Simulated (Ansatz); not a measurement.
**Question.** Name a neutral molecule of B, O, S, Si and H with HOMO–LUMO gap (PBE0/def2-TZVPP) between 5.70 and 6.00 eV and HOMO–LUMO gap (B3LYP/def2-TZVPP) between 5.25 and 5.55 eV (Ansatz, PBE0-D4/def2-TZVP geometry).

**Answer.** `S[SiH]1BO1` (5.89 eV, 5.48 eV). Other molecules can fit too; these were computed, each in one conformer that needn't be the lowest.

B3LYP here is the variant with VWN-RPA as its local correlation; programs differ in this.
